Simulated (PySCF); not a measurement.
# Telling isomers of C$_{9}$H$_{9}$FO apart by NMR

No solvent model, non-relativistic Hamiltonian, equivalent nuclei averaged, single conformer. GFN2-xTB geometry; PBE0/pcSseg-1 with gauge-including orbitals; PySCF.

Scale: ¹H, ¹³C vs TMS (reference shieldings calculated alike). Splittings of carbon signals by F and P are missing where no couplings were computed. Where no couplings were computed, multiplicities follow the n + 1 count of equivalent neighbours, and m marks all less simple cases (inequivalent or close neighbours, rings, F or P nearby). Shifts are as computed. Against solution values, carbons near 30 ppm lie about +3 ppm off and those near 130 ppm about +5 ppm. Of 1211 compounds with measured shifts, 218 miss one by over three times the rms of a fit or turn the order of signals round; such compounds aren't used in these exercises. OH and NH positions are gas-phase values without hydrogen bonding to other molecules.

(1) Tabulate the signals of `CC(=O)c1cccc(CF)c1`, `C=Cc1c(O)cccc1CF` and their relative energies.

(2) What is the quickest way to tell CC(=O)c1cccc(CF)c1 from C=Cc1c(O)cccc1CF?

Answers

(1) 
```tsv
SMILES	carbon types	δC	δH	E rel. (kcal/mol)
CC(=O)c1cccc(CF)c1	3×C 4×CH 1×CH2 1×CH3	200.2, 145.5, 139.9, 134.2, 133.7, 132.8, 129.2, 86.7, 28.7	8.35 (m, 1H), 8.06 (m, 1H), 7.97 (m, 1H), 7.83 (m, 1H), 6.03 (m, 2H), 2.67 (s, 3H)	0.0
C=Cc1c(O)cccc1CF	3×C 4×CH 2×CH2	159.8, 142.5, 141.6, 135.7, 125.0, 121.9, 119.6, 118.9, 86.1	7.64 (m, 1H), 7.39 (m, 1H), 7.26 (d, 1H), 6.75 (m, 1H), 6.12 (br s, 1H), 5.90 (m, 1H), 5.77 (m, 1H), 5.77 (m, 2H)	17.8
```

Energies are electronic energies at PBE0/pcSseg-1 on these geometries, without zero-point or thermal terms, each for the one conformer computed, which needn't be the lowest.

(2) Both give the same number of carbon signals, but DEPT or the intensities differ. The first has a methyl carbon α to a carbonyl (CH3) at 28.7 ppm, the second a terminal =CH2 carbon at 125.0 ppm. Their most deshielded carbons lie at 200.2 and 159.8 ppm. In the proton spectra the most deshielded non-exchanging signals are 8.35 (m, 1H) and 7.64 (m, 1H).
